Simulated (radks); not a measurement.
Er+, configuration [Xe] 4f12 6p1 (not the ground configuration). Method: scalar-relativistic Kohn-Sham, LDA (Slater exchange, Perdew-Wang correlation), spin-polarised, spherical densities, finite nucleus; open shells are filled with parallel spins first (spin-orbit coupling, left out, can overturn this in heavy ions); Fermi nuclear charge, rms radius 5.2516 fm; computed with a radial shooting solver on a logarithmic mesh with Libxc functionals.

Radial electron density D(r) = 4 pi r^2 rho(r):

```
   r/bohr * D(r) (the largest magnitude, 122, reaches the edge; | marks zero)
 0.002224 |       *
  0.00261 |         *
 0.003038 |           *
 0.003565 |              *
 0.004184 |                  *
  0.00487 |                     *
 0.005715 |                         *
 0.006707 |                             *
 0.007808 |                                 *
 0.009163 |                                    *
  0.01075 |                                      *
  0.01262 |                                        *
  0.01469 |                                        *
  0.01724 |                                       *
  0.02023 |                                      *
  0.02355 |                                    *
  0.02764 |                                    *
  0.03243 |                                     *
  0.03776 |                                         *
  0.04431 |                                              *
    0.052 |                                                   *
  0.06102 |                                                      *
  0.07104 |                                                     *
  0.08336 |                                                *
  0.09783 |                                           *
   0.1139 |                                         *
   0.1336 |                                           *
   0.1568 |                                               *
   0.1826 |                                                *
   0.2143 |                                           *
   0.2514 |                                *
   0.2951 |                        *
   0.3435 |                      *
   0.4031 |                        *
    0.473 |                          *
   0.5507 |                        *
   0.6462 |                  *
   0.7584 |            *
   0.8829 |        *
    1.036 |      *
    1.216 |     *
    1.427 |   *
    1.661 |  *
    1.949 | *
    2.287 |*
    2.663 *
    3.125 *
    3.667 *
    4.269 *
     5.01 *
    5.879 *
    6.899 *
    8.032 *
    9.426 *
    11.06 *
    12.88 *
```

D(r) has 4 maxima, at r = 0.0140, 0.0630, 0.175, 0.477 bohr, and minima at 0.0268, 0.114, 0.338 bohr, inside which lie 1.92, 11.08, 29.61 electrons.
